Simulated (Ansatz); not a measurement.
Isolated molecules relaxed with PBE0-D4/def2-TZVP in Ansatz; ΔE leaves out vibrations. CCSD(T)/CBS adds triple-zeta CCSD(T) − MP2 to the extrapolated MP2 energy (def2 sets, frozen cores). This one scheme is used for every species. Functionals use def2-TZVPP. For Ge outer-core shells are correlated without core-valence functions, which leaves a few kJ/mol of doubt a bond. Scalar relativity is left out up to krypton. One conformer a species, not always the lowest.

Consider the cleavage of the Ge–Ge bond: `[CH3][GeH]([F])[GeH3]` + `BN` → `B[NH][GeH]([CH3])[F]` + GeH₄.

Question: Is it downhill or uphill in electronic energy at CCSD(T)/CBS, and by how much? (Best estimate.)

Answer: Ansatz gave: Uphill: ΔE = +5.0 kJ/mol.

Question: What do these levels give: PBE-D4, r2SCAN-D4, B2PLYP, r2SCAN, PBE0, MP2/def2-TZVPP, SCS-MP2/def2-TZVPP, CCSD/def2-TZVPP, HF/def2-QZVPP, MP2/def2-QZVPP, MP2/CBS(def2), CCSD/CBS(def2)? (An estimate is asked.)

Answer: The calculation gave: PBE-D4 20.7, r2SCAN-D4 11.5, B2PLYP 7.0, r2SCAN 11.9, PBE0 16.9, MP2/def2-TZVPP -0.7, SCS-MP2/def2-TZVPP -3.0, CCSD/def2-TZVPP 0.8, HF/def2-QZVPP -6.4, MP2/def2-QZVPP 1.6, MP2/CBS(def2) 3.6, CCSD/CBS(def2) 5.1 kJ/mol.

Largest T1 diagnostic among the species: 0.012.

In def2-TZVPP, CCSD(T) changes the Hartree–Fock value by +6.6 kJ/mol (the triples alone add −0.1 kJ/mol) and MP2 by +5.2 kJ/mol. From PBE to PBE0 (25 % exact exchange), in def2-TZVPP and without D4, ΔE moves by −5.0 kJ/mol.
